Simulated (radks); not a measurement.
Initial-state core-level shifts of neutral terbium when its valence configuration changes from [Xe] 4f9 6s2. Method: Dirac Kohn-Sham, BLYP, spin-unpolarised, spherical densities, point nucleus; open shells fill j = l - 1/2 first; computed with a radial shooting solver on a logarithmic mesh with Libxc functionals. Shifts are changes of the shell-averaged eigenvalues in eV (positive: less bound).

valence,2s,3p,4p,5s
4f7 5d2 6s2,-14.366,-16.202,-14.986,-7.274
4f11,+2.675,+3.189,+3.064,+1.043
4f9 6s1 6p1,-1.226,-1.210,-1.221,-1.269
4f9 5d2,+1.135,+1.080,+1.130,+1.362
4f8 6s2 6p1,-9.825,-10.559,-10.144,-6.825
4f7.5 6s2 6p1.5,-15.461,-16.659,-15.891,-10.405
4f8 5d2 6p1,-6.296,-7.116,-6.665,-3.283
4f7 5d2 6s1 6p1,-15.511,-17.349,-16.135,-8.418
